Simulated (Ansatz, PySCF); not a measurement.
Process, species as SMILES: [BH3-][NH3+] → [BH3-][NH2+] + H atom (the H-N bond at the site shown breaks; other sites are not compared here)
Structures are relaxed separately at B3LYP-D3(BJ)/def2-TZVP in Ansatz (a quantum-chemistry and plane-wave program).

Property: bond dissociation energy (0 K, with B3LYP-D3(BJ) harmonic zero-point energies from PySCF), in eV. Valence correlation only, unless marked. UHF or UKS for open shells. Spin-orbit coupling is left out. No relativistic terms. CBS marks a two-point X^-3 extrapolation of the correlation energy; Hartree-Fock from the larger set. [CCSD(T)-MP2]/basis is that difference in the basis named.

| level | program | bond dissociation energy (eV) | minus last row |
|---|---|---|---|
| M06-L/def2-TZVPD | PySCF | 3.61 | -0.49 |
| PBE0/def2-TZVP | Ansatz | 3.67 | -0.43 |
| PW6B95-D3(BJ)/def2-TZVPD | PySCF + dftd3 | 3.74 | -0.36 |
| HSE06-D4/def2-TZVPD | Ansatz + dftd4 | 3.68 | -0.42 |
| MP2/aug-cc-pVTZ | Ansatz | 4.17 | 0.07 |
| RI-MP2/CBS(def2-TZVPP,def2-QZVPP)+[CCSD(T)-MP2]/def2-TZVPP | Ansatz | 4.10 | 0.00 |
| RI-MP2/CBS(aug-cc-pVTZ,aug-cc-pVQZ)+[CCSD(T)-MP2]/aug-cc-pVTZ | Ansatz | 4.10 | 0.00 |
